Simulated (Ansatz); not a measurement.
Reaction (silylene formation by 1,1-elimination): `B[SiH2][CH2][GeH3]` → `B[CH2][GeH3]` + `[SiH2]`

Program: Ansatz. Geometries: PBE0-D4/def2-TZVP. ΔE: electronic, gas phase. CCSD(T)/CBS adds triple-zeta CCSD(T) − MP2 to the extrapolated MP2 energy (def2 sets, frozen cores). This one scheme is used for every species. DFT in def2-TZVPP. B3LYP here is the variant with VWN-RPA as its local correlation; programs differ in this. For Ge outer-core shells are correlated without core-valence functions, which leaves a few kJ/mol of doubt a bond. Scalar relativity is left out up to krypton. One conformer a species, not always the lowest.

| level | ΔE (kJ/mol) | difference from CCSD(T)/CBS |
| --- | --- | --- |
| r2SCAN-D4 | 207.6 | 16.8 |
| PBE0-D4 | 202.9 | 12.1 |
| B3LYP-D4 | 182.9 | -7.9 |
| ωB97X-V | 201.8 | 11.0 |
| r2SCAN | 205.4 | 14.6 |
| PBE0 | 195.8 | 5.0 |
| B3LYP | 170.2 | -20.6 |
| HF/def2-TZVPP | 171.4 | -19.4 |
| SCS-MP2/def2-TZVPP | 188.0 | -2.8 |
| CCSD/def2-TZVPP | 180.6 | -10.2 |
| CCSD(T)/def2-TZVPP | 184.1 | -6.7 |
| HF/def2-QZVPP | 171.7 | -19.1 |
| SCS-MP2/def2-QZVPP | 192.2 | 1.4 |
| HF/CBS(def2) | 171.8 | -19.0 |
| MP2/CBS(def2) | 204.4 | 13.6 |
| CCSD/CBS(def2) | 187.3 | -3.5 |
| CCSD(T)/CBS | 190.8 | 0 |

Largest T1 diagnostic among the species: 0.014.

The D4 term adds +12.7 kJ/mol with B3LYP and +7.1 kJ/mol with PBE0; it sums over pairs of atoms, weighted by their polarisabilities, and B3LYP, whose exchange is more repulsive, gets the larger term. In def2-TZVPP, CCSD(T) changes the Hartree–Fock value by +12.7 kJ/mol (the triples alone add +3.5 kJ/mol) and MP2 by +26.3 kJ/mol. From PBE to PBE0 (25 % exact exchange), in def2-TZVPP and without D4, ΔE moves by +9.2 kJ/mol.
